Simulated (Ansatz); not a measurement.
`[F][Sn]([F])([F])[F]` and `[F][Sn]([F])([F])[Cl]` differ in one atom or group.

Ansatz, PBE0-D4/def2-TZVP geometries, multiplicity 1. 

Elements past krypton have def2 core potentials.

```
                                          property  `[F][Sn]([F])([F])[F]`
              HOMO–LUMO gap (PBE0/def2-TZVPP) / eV                    8.82
    zero-point energy (PBE0-D4/def2-TZVP) / kJ/mol                    21.3
           HOMO–LUMO gap (ωB97M-V/def2-TZVPP) / eV                   13.56
                 HOMO energy (PBE/def2-TZVPP) / eV                  -10.25
size of the dipole moment (ωB97M-V/def2-TZVPP) / D                    0.00
               HOMO energy (B3LYP/def2-TZVPP) / eV                  -12.11
```

(1) What does the change do to each property? (An estimate is asked.)

## Answers

(1) The calculation gave: 
```tsv
property	`[F][Sn]([F])([F])[Cl]`	shift
HOMO–LUMO gap (PBE0/def2-TZVPP) / eV	7.24	-1.58
zero-point energy (PBE0-D4/def2-TZVP) / kJ/mol	19.2	-2.1
HOMO–LUMO gap (ωB97M-V/def2-TZVPP) / eV	11.72	-1.84
HOMO energy (PBE/def2-TZVPP) / eV	-9.09	1.16
size of the dipole moment (ωB97M-V/def2-TZVPP) / D	1.54	1.54
HOMO energy (B3LYP/def2-TZVPP) / eV	-10.34	1.77
```

With PBE0 the HOMO rises by 1.79 eV and the LUMO rises by 0.21 eV, so the gap narrows by about 1.58 eV. PBE moves the HOMO by 1.16 eV and ωB97M-V by 2.01 eV.

B3LYP here is the variant with VWN-RPA as its local correlation; programs differ in this.
